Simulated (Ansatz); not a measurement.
Reaction: HSeF (SMILES F[SeH]) + H+ → H2SeF+ (SMILES [SeH2+]F)
Each species at its own B3LYP-D3(BJ)/def2-TZVP minimum (Ansatz, a first-principles code).

Property: proton affinity (electronic), positive where energy is released, in kJ/mol. UHF or UKS for unpaired electrons; spin-orbit terms are left out. Cores are frozen in correlated methods (noble-gas shells, and filled d and f shells in the p block). No relativity. CBS(X,Y): correlation extrapolated as X^-3, Hartree-Fock from the larger set (Q,5: extrapolated as (X+1)exp(-9√X)). A bracket is a step between two methods taken in the basis named. Double hybrids freeze cores in their MP2 part.

CCSD(T)/CBS(cc-pVQZ,cc-pV5Z) + [CCSDT(Q) - CCSD(T)]/cc-pVTZ + [CCSDTQ - CCSDT(Q)]/cc-pVDZ (Ansatz) gives 700.2 kJ/mol.

Question: What does PBE/def2-TZVPD (Ansatz) give here, and how do the other levels compare?

Answer: PBE gives 704.3 kJ/mol, 4.1 kJ/mol above it. Differences of the others: r2SCAN/def2-TZVPD (Ansatz) 6.5; B3LYP/def2-TZVPD (Ansatz) -1.2; PBE0/def2-TZVPD (Ansatz) 3.8; wB97M-V/def2-TZVPD (Ansatz) -14.1; B2PLYP/def2-TZVPD (Ansatz) -4.0; CCSD(T)/CBS(cc-pVQZ,cc-pV5Z) (Ansatz) 0.0 kJ/mol.
